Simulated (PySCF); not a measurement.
Working out the ionisation energy of Cu

Cu [Ar] 3d10 4s1 (2S) → Cu⁺ [Ar] 3d10 (1S). All numbers are calculated (PySCF 2.14, the non-relativistic Hamiltonian (point nucleus), in dyall-av2z). Frozen: [Ar]; the 33 highest virtual orbitals dropped. Energies in hartree (1 hartree = 27.21139 eV):

```tsv
part	Cu (lower)	Cu⁺ (upper)
UHF	-1638.936454	-1638.700240
CCSD correlation	-0.395692	-0.365045
(T)	-0.018563	-0.013150
```

Problem. What does Hartree-Fock give?

Solution. (-1638.700240) − (-1638.936454) = 0.236214 hartree = 6.428 eV.

Problem. What do CCSD and CCSD(T) give?

Solution. The CCSD correlation energies differ by 0.030647 hartree = 0.834 eV and the triples by 0.005413 hartree = 0.147 eV, so CCSD gives 7.262 eV and CCSD(T) 7.409 eV.

Measured between the centres of the two terms (NIST): 7.726 eV, so CCSD(T) (valence) is off by -0.317 eV.

The calculation is non-relativistic.

A double-zeta basis recovers only part of the correlation energy.

What remains against the reference includes basis incompleteness, the frozen core and higher excitations.
